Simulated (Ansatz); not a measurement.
Start from `[F][Ge]([F])([F])[F]` and change one atom or group to get `N#[C][Ge]([F])([F])[F]`.

Ansatz, PBE0-D4/def2-TZVP geometries, multiplicity 1. 

Scalar relativity is left out up to krypton.

```json
{"property": "LUMO energy (PBE0/def2-TZVPP) / eV", "`[F][Ge]([F])([F])[F]`": "-1.73"}
{"property": "HOMO energy (B3LYP/def2-TZVPP) / eV", "`[F][Ge]([F])([F])[F]`": "-12.36"}
{"property": "size of the dipole moment (ωB97M-V/def2-TZVPP) / D", "`[F][Ge]([F])([F])[F]`": "0.00"}
{"property": "zero-point energy (PBE0-D4/def2-TZVP) / kJ/mol", "`[F][Ge]([F])([F])[F]`": "25.9"}
{"property": "HOMO–LUMO gap (B3LYP/def2-TZVPP) / eV", "`[F][Ge]([F])([F])[F]`": "10.20"}
{"property": "ideal-gas entropy at 298 K and 1 bar (rigid rotor, harmonic PBE0-D4/def2-TZVP) / J/(mol·K)", "`[F][Ge]([F])([F])[F]`": "303"}
```

Q: Give the same properties after the change, and the shifts. (An estimate is asked.)

A: Computed: 
```csv
property,`N#[C][Ge]([F])([F])[F]`,shift
LUMO energy (PBE0/def2-TZVPP) / eV,-1.70,0.03
HOMO energy (B3LYP/def2-TZVPP) / eV,-11.03,1.33
size of the dipole moment (ωB97M-V/def2-TZVPP) / D,0.84,0.84
zero-point energy (PBE0-D4/def2-TZVP) / kJ/mol,41.0,15.1
HOMO–LUMO gap (B3LYP/def2-TZVPP) / eV,9.08,-1.12
"ideal-gas entropy at 298 K and 1 bar (rigid rotor, harmonic PBE0-D4/def2-TZVP) / J/(mol·K)",342,39
```

The zero-point energy changes by 15.1 kJ/mol with +3 modes.

B3LYP here is the variant with VWN-RPA as its local correlation; programs differ in this.
